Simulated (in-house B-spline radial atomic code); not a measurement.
Checks on a self-consistent run for Zn⁷⁺, [Ne] 3s2 3p5 3d5 6g1. Level of theory: Dirac-Hartree-Fock, average of configuration, Fermi nucleus of rms radius 3.9283 fm; calculated with a radial B-spline atomic code at the basis-set limit.

```json
{"orbital": "1s1/2", "q": "2", "ε (Eh)": "-364.98406", "<1/r>": "30.2316", "<r²>": "0.00340189", "small-component weight": "0.011736"}
{"orbital": "2s1/2", "q": "2", "ε (Eh)": "-52.56701", "<1/r>": "6.66219", "<r²>": "0.0595283", "small-component weight": "0.0022664"}
{"orbital": "2p1/2", "q": "2", "ε (Eh)": "-46.95869", "<1/r>": "6.57974", "<r²>": "0.0469874", "small-component weight": "0.0022266"}
{"orbital": "2p3/2", "q": "4", "ε (Eh)": "-46.06961", "<1/r>": "6.42564", "<r²>": "0.0484706", "small-component weight": "0.0021881"}
{"orbital": "3s1/2", "q": "2", "ε (Eh)": "-12.11958", "<1/r>": "2.21844", "<r²>": "0.469766", "small-component weight": "0.00055918"}
{"orbital": "3p1/2", "q": "1.6667", "ε (Eh)": "-10.27761", "<1/r>": "2.12262", "<r²>": "0.486092", "small-component weight": "0.00052448"}
{"orbital": "3p3/2", "q": "3.3333", "ε (Eh)": "-10.13893", "<1/r>": "2.08977", "<r²>": "0.496695", "small-component weight": "0.00051644"}
{"orbital": "3d3/2", "q": "2", "ε (Eh)": "-7.20328", "<1/r>": "1.89692", "<r²>": "0.502344", "small-component weight": "0.00043555"}
{"orbital": "3d5/2", "q": "3", "ε (Eh)": "-7.18299", "<1/r>": "1.88917", "<r²>": "0.50559", "small-component weight": "0.00043342"}
{"orbital": "6g7/2", "q": "0.44444", "ε (Eh)": "-0.89015", "<1/r>": "0.223307", "<r²>": "33.8682", "small-component weight": "2.3896e-05"}
{"orbital": "6g9/2", "q": "0.55556", "ε (Eh)": "-0.89013", "<1/r>": "0.223298", "<r²>": "33.8701", "small-component weight": "2.3896e-05"}
```

Electron-electron repulsion V_ee = 544.4053 hartree.

Q: What total energy follows from the eigenvalues?

A: The eigenvalues count the repulsion twice, so E = Σqε - V_ee = -1225.309 - 544.405 = -1769.714 hartree; the run printed -1769.714.

Q: Does the Dirac virial theorem hold?

A: For a point nucleus E = -2c²Σq·w, with w the small-component weight. Here Σq·w = 0.047119 and c = 137.0360, so the ratio E/(-2c²Σq·w) is 1.000010; the finite nucleus accounts for the departure from 1.

Q: What diamagnetic shielding (Lamb formula) and susceptibility (Langevin formula) do the radii give?

A: σ = (α²/3)Σq<1/r> = 137.275/(3·137.036²) = 2436.7 ppm, and χ = -0.79199×10⁻⁶·Σq<r²> = -31.85×10⁻⁶ cm³/mol with Σq<r²> = 40.21 bohr². Both are non-relativistic formulas without the paramagnetism of open shells.
